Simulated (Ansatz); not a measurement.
System: tribromo(ethyl)silane, C2H5Br3Si, net charge 0, singlet state. SMILES: CC[Si](Br)(Br)Br
Structure (B3LYP-D3(BJ)/def2-TZVP (Ansatz, a first-principles code) minimum search):
```xyz
11

C     -3.0830     0.1164     0.2481
C     -1.9666    -0.9201     0.0935
Si    -0.2525    -0.2034     0.0064
Br    -0.0748     1.1731    -1.7333
Br     0.2056     0.9389     1.8608
Br     1.2409    -1.8357    -0.2165
H     -3.0966     0.8120    -0.5915
H     -2.9598     0.6977     1.1624
H     -4.0560    -0.3750     0.2920
H     -1.9648    -1.6253     0.9295
H     -2.1010    -1.5115    -0.8167
```

Parts of the frozen-core correlation energy in 6-31G* (Ansatz, hartree). Frozen orbitals: 49; correlated occupied orbitals by spin: 19 and 19; virtual: 96 and 96. No spin-orbit coupling. Non-relativistic.

```
term                             value
-------------------------  -----------
reference (HF)             -8084.04291
MP2 opposite-spin             -0.51141
MP2 same-spin                 -0.17987
CCSD correlation              -0.74928
(T)                           -0.02155
T1 diagnostic                    0.009
largest doubles amplitude        0.020
```
